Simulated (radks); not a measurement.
Values are calculated unless marked as measured or tabulated.
All-electron atom: the molybdenum ion Mo21+ in [Ar] 3d3 (the NIST ground configuration).

Code: a radial shooting solver on a logarithmic mesh with Libxc functionals. Model: Dirac Kohn-Sham, PBE, spin-unpolarised, spherical densities, point nucleus; open shells are shared between the two j in proportion to 2j + 1.

Energy parts (Ry):
part                        energy
total                  -7595.97795
kinetic                 7896.74610
electron-nucleus      -17098.50523
Hartree                 1800.32923
exchange-correlation    -194.54805

Orbitals (lengths in bohr, moments of r in powers of bohr; <r^-3> diverges for s and p1/2):
orbital	occ.	eigenvalue (Ry)	<1/r>	<r^-3>
1s1/2	2	-1515.211	43.55	-
2s1/2	2	-263.9790	9.965	-
2p1/2	2	-247.8334	9.926	-
2p3/2	4	-239.9394	9.455	2416
3s1/2	2	-84.96825	3.706	-
3p1/2	2	-79.01561	3.632	-
3p3/2	4	-77.41034	3.519	498.8
3d3/2	1.2	-67.67746	3.385	78.22
3d5/2	1.8	-67.33732	3.356	74.76

The highest occupied level is 3d5/2 at -916.17 eV. For comparison, the ionisation energy in NIST's Atomic Spectra Database is 953 eV (theoretical). In exact Kohn-Sham theory the highest level is minus the ionisation energy, but local and semilocal functionals leave it too shallow, through self-interaction and a potential that decays too fast; potentials with the right tail come closer. The density falls to 0.001 e/bohr^3 at r = 1.15 bohr.

Beside tabulated values, note that spin-unpolarised runs miss the spin-polarisation part of the exchange energy of open shells.
